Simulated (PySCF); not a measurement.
## Computed properties of CH9ClOSi3, SMILES O[SiH2][SiH2][Si@H](Cl)C

CH₉ClOSi₃, SMILES C[Si@@H](Cl)[SiH2][SiH2]O. Geometry: PBE0-D3(BJ)/def2-SVP. The structure was generated by enumeration; whether it is a known compound was not checked. The values are those of a single conformer. All values are computed for the isolated molecule unless a solvent is named; none is compared with measurement here.

**Structure.** All 39 harmonic modes at PBE0-D3(BJ)/def2-SVP (PySCF) are real, so it is a minimum. With heavy atoms numbered as in [CH3:1][Si@@H:2]([Cl:3])[SiH2:4][SiH2:5][OH:6], the shortest bond between them is Si5–O6 at 1.673 Å and the longest Si2–Si4 at 2.343 Å.

**Vibrations.** The strongest infrared lines (harmonic, unscaled, degenerate partners summed) lie at 902 cm⁻¹ (181 km/mol, H 88 %), 628 cm⁻¹ (180 km/mol, H 87 %, Si 11 %), 2227 cm⁻¹ (173 km/mol, H 96 %). The softest mode is at 29 cm⁻¹ and the zero-point energy is 60.4 kcal/mol.

**Electronic structure.** r2SCAN/def2-TZVP (PySCF) places the frontier levels at -6.83 and -1.11 eV, a gap of 5.72 eV, and gives a dipole moment of 0.62 D. PBE/def2-TZVP (PySCF) at the same geometry gives -6.56 and -1.40 eV, so its gap is 0.56 eV narrower. An orbital gap is neither the optical nor the fundamental gap.

**Excitations.** TDA-PBE0/def2-SVPD (PySCF) has S1 at 6.06 eV (205 nm, f = 0.027, weak); the most intense of the 6 singlets computed lies at 6.39 eV (f = 0.04). T1 (TDA) is at 5.33 eV, 0.73 eV under S1. TDA-PBE/def2-SVPD (PySCF) puts S1 at 5.47 eV. No vertical singlet excitation falls in the visible range (under 3.1 eV).

**NMR.** GIAO shifts at PBE0/pcSseg-1 (PySCF) (non-relativistic, atoms alike by connectivity averaged): ¹³C at 5.5 ppm against TMS; ¹H from 0.6 to 5.8 ppm against TMS; ²⁹Si from -106.7 to 14.3 ppm against TMS. Without spin–orbit terms, shifts of atoms bonded to Cl or Br come out too high.

**Solvation.** SMD-PBE0/6-31G* (PySCF) gives -2.8 kcal/mol in water, -4.9 kcal/mol in chlorobenzene, -7.5 kcal/mol in methanol (1 M in both phases, gas-phase geometry); of these solvents methanol holds the molecule best.
